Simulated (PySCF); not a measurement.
C₄H₁₂S₂Si, SMILES CS[Si](C)(C)SC, singlet, GFN2-xTB optimised geometry.

```
19

C     -0.45     0.31    -3.05
S     -0.97    -0.82    -1.73
Si    -0.27     0.30     0.00
C     -0.98     2.06     0.00
C      1.64     0.30     0.00
S     -1.03    -0.68     1.77
C     -0.84    -2.43     1.32
H     -0.75    -0.15    -3.99
H      0.63     0.44    -3.03
H     -0.95     1.27    -2.93
H     -0.48     2.69    -0.74
H     -0.84     2.52     0.97
H     -2.04     2.06    -0.21
H      2.04    -0.71    -0.10
H      2.02     0.71     0.93
H      2.04     0.90    -0.81
H     -1.34    -3.00     2.10
H     -1.31    -2.61     0.36
H      0.22    -2.69     1.29
```

Density from CAM-B3LYP/def2-SVP (PySCF) at that geometry.

Minimum of the electron density along straight lines between bonded atoms, close to the bond critical point (lines longer than 1.1 times the sum of covalent radii, or with two minima, are not listed):

```
bond    length / Å  ρ at the minimum / e bohr⁻³  ∇²ρ there / e bohr⁻⁵  position (fraction from the first atom)
------  ----------  ---------------------------  --------------------  ---------------------------------------
C1–S2        1.817                        0.178                 -0.32                                     0.47
S2–Si3       2.173                        0.092                     ?                                     0.65
Si3–C4       1.899                        0.114                  0.31                                     0.38
Si3–C5       1.909                        0.112                  0.30                                     0.38
Si3–S6       2.159                        0.094                     ?                                     0.35
S6–C7        1.820                        0.177                 -0.32                                     0.54
C1–H8        1.085                        0.280                 -1.08                                     0.64
C1–H9        1.085                        0.281                 -1.07                                     0.64
C1–H10       1.085                        0.281                 -1.08                                     0.64
C4–H11       1.086                        0.272                 -0.98                                     0.63
C4–H12       1.085                        0.273                 -0.99                                     0.63
C4–H13       1.086                        0.273                 -1.00                                     0.63
C5–H14       1.088                        0.272                 -0.99                                     0.63
C5–H15       1.086                        0.272                 -0.99                                     0.63
C5–H16       1.087                        0.271                 -0.97                                     0.62
C7–H17       1.085                        0.281                 -1.08                                     0.64
C7–H18       1.085                        0.282                 -1.09                                     0.65
C7–H19       1.085                        0.281                 -1.08                                     0.64
```

Problem. What belongs in the gaps?

Solution. 
- S2–Si3, ∇²ρ there / e bohr⁻⁵: 0.13
- Si3–S6, ∇²ρ there / e bohr⁻⁵: 0.14
